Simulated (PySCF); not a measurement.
C2H6BFO, SMILES CB(F)CO.

Geometry optimised at ωB97X-D3(BJ)/def2-SVP. The structure was generated by enumeration, and PubChem lists no compound with its InChIKey, so it may never have been made. The values are those of a single conformer.

These are ωB97X-D3(BJ)/def2-SVP (PySCF) values and carry that method's errors.

Frequencies are harmonic and unscaled.

| mode | ν (cm⁻¹) | IR (km/mol) | moving atoms (share of kinetic energy) |
|---|---|---|---|
| 1 | 38 | 1.3 | H 95 % |
| 2 | 79 | 13.0 | H 35 %, C 28 %, O 22 %, F 14 % |
| 3 | 199 | 4.5 | O 33 %, C 32 %, H 25 % |
| 4 | 294 | 79.4 | H 82 %, B 9 % |
| 5 | 376 | 8.3 | F 39 %, C 27 %, H 24 %, B 8 % |
| 6 | 398 | 47.9 | H 56 %, B 35 % |
| 7 | 449 | 3.4 | O 35 %, F 29 %, C 16 %, H 11 %, B 9 % |
| 8 | 670 | 9.8 | H 72 %, C 24 % |
| 9 | 712 | 2.9 | C 56 %, H 31 %, F 12 % |
| 10 | 851 | 0.8 | H 62 %, C 27 %, F 10 % |
| 11 | 951 | 26.9 | B 37 %, H 37 %, C 24 % |
| 12 | 1120 | 62.7 | C 39 %, O 30 %, H 17 %, B 13 % |
| 13 | 1181 | 76.8 | H 72 %, B 24 % |
| 14 | 1195 | 167.5 | H 51 %, B 21 %, O 13 %, C 12 % |
| 15 | 1244 | 2.9 | H 91 % |
| 16 | 1303 | 42.6 | H 51 %, B 27 %, C 11 %, F 8 % |
| 17 | 1374 | 187.0 | H 43 %, B 32 %, C 19 % |
| 18 | 1424 | 52.1 | H 76 %, C 19 % |
| 19 | 1438 | 25.5 | H 88 %, C 9 % |
| 20 | 1451 | 37.8 | H 78 %, B 13 % |
| 21 | 1485 | 8.1 | H 68 %, C 20 %, B 9 % |
| 22 | 2991 | 39.3 | H 95 % |
| 23 | 3029 | 38.4 | H 91 %, C 9 % |
| 24 | 3063 | 0.7 | H 97 % |
| 25 | 3149 | 4.1 | H 91 %, C 9 % |
| 26 | 3191 | 7.7 | H 90 %, C 10 % |
| 27 | 3897 | 37.9 | H 94 % |
